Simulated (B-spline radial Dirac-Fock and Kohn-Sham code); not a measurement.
Photoabsorption cross section of Nb⁴⁺ by shell

System: Nb⁴⁺, [Kr] 4d1.

The computed values come from a radial finite-basis atomic code: a relativistic central-field model (Hartree-Slater potential of the initial state, Latter tail, multipole expansion of the photon field, Dirac-Fock thresholds).

Computed thresholds (eV): K 19042.7, L1 2761.5, L2 2523.7, L3 2429.5, M1 528.6, M2 438.5, M3 422.8, M4 263.9, M5 261.2, N1 116.7, N2 87.98, N3 85.68, N4 49.51, N5 49.28.

```
photon energy (eV)  total (b)  K (%)  L (%)  M (%)  N (%)
              84.4      33850      –      –      –  100.0
               118     760400      –      –      –  100.0
               158     661600      –      –      –  100.0
               210     525900      –      –      –  100.0
               416  3.262e+06      –      –   93.1    6.9
               491  2.963e+06      –      –   94.1    5.9
               967     775200      –      –   92.9    7.1
              1560     253700      –      –   91.4    8.6
              1900     157200      –      –   90.7    9.3
              2210     108000      –      –   90.3    9.7
              3600     186400      –   83.3   14.8    1.9
              4140     130100      –   83.4   14.7    1.9
              4310     117200      –   83.4   14.7    1.9
              5190      71910      –   83.4   14.6    2.0
              9080      15840      –   83.4   14.5    2.2
             23900       7423   86.0   11.7    2.0    0.3
             27400       5150   86.3   11.3    2.0    0.3
             41600       1633   87.1   10.7    1.9    0.3
             49500       1000   87.3   10.5    1.8    0.3
             84100      216.5   87.8   10.1    1.8    0.3
            103000      119.4   87.8   10.1    1.8    0.3
```

**Question.** With what power of the photon energy does the total fall between 84100 and 103000 eV?

**Answer.** As E^-2.94. The non-relativistic Born limit for an s electron far above threshold is E^-3.5; near threshold and at relativistic energies the fall is slower.

Run: 6.1 s of CPU time on 1 thread of Neoverse-N1 (shared host), peak memory 0.35 GiB.
